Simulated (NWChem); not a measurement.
Program: NWChem. System: HCu, charge 0, spin multiplicity 1, at a geometry optimised with PBE/def2-SVP. The structure started from a generated list of species. Level: B3LYP/def2-SVPD, VWN1-RPA local correlation.

Part of the output:

```
             Northwest Computational Chemistry Package (NWChem) 7.3.0
             --------------------------------------------------------

                                NWChem Input Module
                                -------------------

 Scaling coordinates for geometry "geometry" by  1.889725989
 (inverse scale =  0.529177249)

 Turning off AUTOSYM since
 SYMMETRY directive was detected!

                             Geometry "geometry" -> ""
                             -------------------------

 Output coordinates in angstroms (scale by  1.889725989 to convert to a.u.)

  No.       Tag          Charge          X              Y              Z
 ---- ---------------- ---------- -------------- -------------- --------------
    1 Cu                  29.0000     0.00000000     0.00000000     0.04877500
    2 H                    1.0000     0.00000000     0.00000000    -1.41446800

 Effective nuclear repulsion energy (a.u.)      10.4877591904

            Nuclear Dipole moment (a.u.)
            ----------------------------
        X                 Y               Z
 ---------------- ---------------- ----------------
     0.0000000000     0.0000000000     0.0000132281

      Symmetry information
      --------------------

 Group name             C2v
 Group number             16
 Group order               4
 No. of unique centers     2

      Symmetry unique atoms

     1    2


 Summary of "ao basis" -> "" (spherical)
 ------------------------------------------------------------------------------
       Tag                 Description            Shells   Functions and Types
 ---------------- ------------------------------  ------  ---------------------
 *                         def2-svpd                  on all atoms

                              NWChem Property Module
                              ----------------------

                                 NWChem DFT Module
                                 -----------------

 Summary of "ao basis" -> "ao basis" (spherical)
 ------------------------------------------------------------------------------
       Tag                 Description            Shells   Functions and Types
 ---------------- ------------------------------  ------  ---------------------
 Cu                        def2-svpd                12       34   5s4p2d1f
 H                         def2-svpd                 4        8   2s2p

 Summary of "ao basis" -> "ao basis" (spherical)
 ------------------------------------------------------------------------------
       Tag                 Description            Shells   Functions and Types
 ---------------- ------------------------------  ------  ---------------------
 Cu                        def2-svpd                12       34   5s4p2d1f
 H                         def2-svpd                 4        8   2s2p

            General Information
            -------------------
          SCF calculation type: DFT
          Wavefunction type:  closed shell.
          No. of atoms     :     2
          No. of electrons :    30
           Alpha electrons :    15
            Beta electrons :    15
          Charge           :     0
          Spin multiplicity:     1
          Use of symmetry is: off; symmetry adaption is: off
          Maximum number of iterations: 100
          AO basis - number of functions:    42
                     number of shells:    16
          Convergence on energy requested:  1.00D-06
          Convergence on density requested:  1.00D-05
          Convergence on gradient requested:  5.00D-04

              XC Information
              --------------
                         B3LYP Method XC Potential
                     Hartree-Fock (Exact) Exchange  0.200
                        Slater Exchange Functional  0.800 local
                    Becke 1988 Exchange Functional  0.720 non-local
              Lee-Yang-Parr Correlation Functional  0.810
                  VWN I RPA Correlation Functional  0.190 local

             Grid Information
             ----------------
          Grid used for XC integration:  medium
          Radial quadrature: Mura-Knowles
          Angular quadrature: Lebedev.
          Tag              B.-S. Rad. Rad. Pts. Rad. Cut. Ang. Pts.
[...]
   Bfn.  Coefficient  Atom+Function         Bfn.  Coefficient  Atom+Function
  ----- ------------  ---------------      ----- ------------  ---------------
    22      0.831895  1 Cu d  2              27      0.314944  1 Cu d  2
    18      0.152682  1 Cu d -2              23      0.057804  1 Cu d -2

 Vector   15  Occ=2.000000D+00  E=-2.288681D-01
              MO Center= -1.5D-08,  1.0D-08, -2.8D-01, r^2= 1.7D+00
   Bfn.  Coefficient  Atom+Function         Bfn.  Coefficient  Atom+Function
  ----- ------------  ---------------      ----- ------------  ---------------
     4      0.634193  1 Cu s                 20     -0.567217  1 Cu d  0
     3     -0.251106  1 Cu s                 25     -0.211092  1 Cu d  0
    35      0.203214  2 H  s                 14     -0.092696  1 Cu pz
     5      0.064607  1 Cu s                 17     -0.060287  1 Cu pz
     2      0.054586  1 Cu s                 11      0.053252  1 Cu pz

 Vector   16  Occ=0.000000D+00  E=-8.072152D-02
              MO Center= -4.0D-08,  2.8D-08,  6.8D-01, r^2= 4.0D+00
   Bfn.  Coefficient  Atom+Function         Bfn.  Coefficient  Atom+Function
  ----- ------------  ---------------      ----- ------------  ---------------
    17      0.377605  1 Cu pz                14      0.369812  1 Cu pz
     4      0.323635  1 Cu s                  5      0.311110  1 Cu s
    35     -0.217602  2 H  s                 20      0.187198  1 Cu d  0
     3     -0.178938  1 Cu s                 11     -0.154874  1 Cu pz
    42      0.093181  2 H  pz                36     -0.091895  2 H  s

 Vector   17  Occ=0.000000D+00  E=-8.073610D-03
              MO Center= -1.2D-08, -1.1D-08,  6.4D-02, r^2= 7.2D+00
   Bfn.  Coefficient  Atom+Function         Bfn.  Coefficient  Atom+Function
  ----- ------------  ---------------      ----- ------------  ---------------
    15      0.602638  1 Cu px                16      0.555865  1 Cu py
    12      0.214673  1 Cu px                13      0.198012  1 Cu py
     9     -0.099948  1 Cu px                10     -0.092191  1 Cu py
     6      0.032116  1 Cu px                 7      0.029623  1 Cu py

 Vector   18  Occ=0.000000D+00  E=-8.073598D-03
              MO Center= -1.8D-08,  1.9D-08,  6.4D-02, r^2= 7.2D+00
   Bfn.  Coefficient  Atom+Function         Bfn.  Coefficient  Atom+Function
  ----- ------------  ---------------      ----- ------------  ---------------
    16     -0.602638  1 Cu py                15      0.555865  1 Cu px
    13     -0.214673  1 Cu py                12      0.198012  1 Cu px
    10      0.099948  1 Cu py                 9     -0.092191  1 Cu px
     7     -0.032116  1 Cu py                 6      0.029623  1 Cu px

 center of mass
 --------------
 x =   0.00000000 y =   0.00000000 z =   0.04858570

 moments of inertia (a.u.)
 ------------------
           7.584300997704           0.000000000000           0.000000000000
           0.000000000000           7.584300997704           0.000000000000
           0.000000000000           0.000000000000           0.000000000000

     Multipole analysis of the density
     ---------------------------------

     L   x y z        total         alpha         beta         nuclear
     -   - - -        -----         -----         ----         -------
     0   0 0 0     -0.000000    -15.000000    -15.000000     30.000000

     1   1 0 0      0.000000      0.000000      0.000000      0.000000
     1   0 1 0     -0.000000     -0.000000     -0.000000      0.000000
     1   0 0 1      1.132666      0.566326      0.566326      0.000013

     2   2 0 0    -10.809281     -5.404641     -5.404641      0.000000
     2   1 1 0     -0.000314     -0.000157     -0.000157      0.000000
     2   1 0 1     -0.000000     -0.000000     -0.000000      0.000000
     2   0 2 0    -10.809227     -5.404613     -5.404613      0.000000
     2   0 1 1      0.000000      0.000000      0.000000      0.000000
     2   0 0 2    -11.014380     -9.202725     -9.202725      7.391070

 *** CALLING NEW AORESP DRIVER FOR CLOSED AND OPEN SHELLS ***
 Entering AOResponse driver routine

--------------------------------------------------------------------------------

          ****************
          *** RESPONSE ***
          ****************

 Response module for NWChem and dynamic CPKS solver

          -----------------------------------------------
          Solving response equations for perturbing field
          -----------------------------------------------

 number of frequencies:     1
 frequency in a.u.:  0.0000000E+00
 Perturbing field: electric
 Using El. Dipole Length Gauge

 Setting up CPKS with frequency omega =      0.00000000 a.u.

 STATIC response

                                NWChem CPHF Module
                                ------------------

  scftype          =     RHF
  nclosed          =       15
  nopen            =        0
  variables        =      405
  # of vectors     =        3
  tolerance        = 0.10D-03
  level shift      = 0.00D+00
  max iterations   =       50
  max subspace     =       30

  int2e_file: Failed to allocate cache ... halving
 SCF residual:    2.3819522313573091E-004

Iterative solution of linear equations
  No. of variables      405
  No. of equations        3
  Maximum subspace       30
        Iterations       50
       Convergence  1.0D-04

   iter   nsub   residual    time
   ----  ------  --------  ---------
     1      3    4.25D+00       6.6
     2      6    2.12D+00       7.7
     3      9    2.70D+00       8.8
     4     12    2.11D-01      10.0
     5     15    3.50D-02      11.2
     6     18    1.01D-02      12.4
     7     21    8.62D-04      13.6
     8     24    9.49D-05      14.7

 Electric Dipole Response Matrix (nonzero elements):

              1        2        3
    1   31.0165   0.0010  -0.0000
    2    0.0010  31.0163   0.0000
    3   -0.0000   0.0000  36.8215

 ------------------------------------------
 average:        32.95147 + I       0.00000

 DFT Linear Response polarizability / au
 Frequency  =       0.0000000 / au
 Wavelength = -999999.0000000 / nm
              X              Y              Z
 -----------------------------------------------
 X      31.0165226      0.0010036     -0.0000003
 Y       0.0010036     31.0163492      0.0000003
 Z      -0.0000003      0.0000003     36.8215393
 -----------------------------------------------
 Eigenvalues =      31.0174432     31.0154286     36.8215393
 Isotropic   =      32.9514704
 Anisotropic =       5.8051036
 -----------------------------------------------

 Magnetic Dipole Response Matrix (nonzero elements):
 Optical rotation tensor Beta

 *** static G'=0. Use GPRIME input with finite omega
 *** or better ORBETA without GPRIME for small or zero freq.

 zero matrix

 ------------------------------------------
 average:         0.00000 + I       0.00000

 Exiting AOResponse driver routine

          -------------
          Dipole Moment
          -------------

 Center of charge (in au) is the expansion point
         X =       0.0000000 Y =       0.0000000 Z =       0.0000004

   Dipole moment        1.1326656389 A.U.
             DMX        0.0000000864 DMXEFC        0.0000000000
             DMY       -0.0000000496 DMYEFC        0.0000000000
             DMZ        1.1326656389 DMZEFC        0.0000000000
   -EFC- dipole         0.0000000000 A.U.
   Total dipole         1.1326656389 A.U.

   Dipole moment        2.8789706478 Debye(s)
             DMX        0.0000002197 DMXEFC        0.0000000000
             DMY       -0.0000001262 DMYEFC        0.0000000000
             DMZ        2.8789706478 DMZEFC        0.0000000000
   -EFC- dipole         0.0000000000 DEBYE(S)
   Total dipole         2.8789706478 DEBYE(S)

 1 a.u. = 2.541766 Debyes

 Task  times  cpu:       14.8s     wall:       14.8s

 Total times  cpu:       14.8s     wall:       14.8s
```

Write an NWChem input that would produce this output.

This is not unique; one that fits is 
```
start mol
memory heap 200 mb stack 900 mb global 1100 mb
geometry units angstroms nocenter noautoz
  Cu     0.000000     0.000000     0.048775
  H      0.000000     0.000000    -1.414468
  symmetry group C2v
end
basis spherical
  * library def2-svpd
end
dft
  xc b3lyp
  semidirect memsize 60000000 filesize 0
  iterations 100
end
property
  dipole
  response 1 0.0
end
task dft property
```
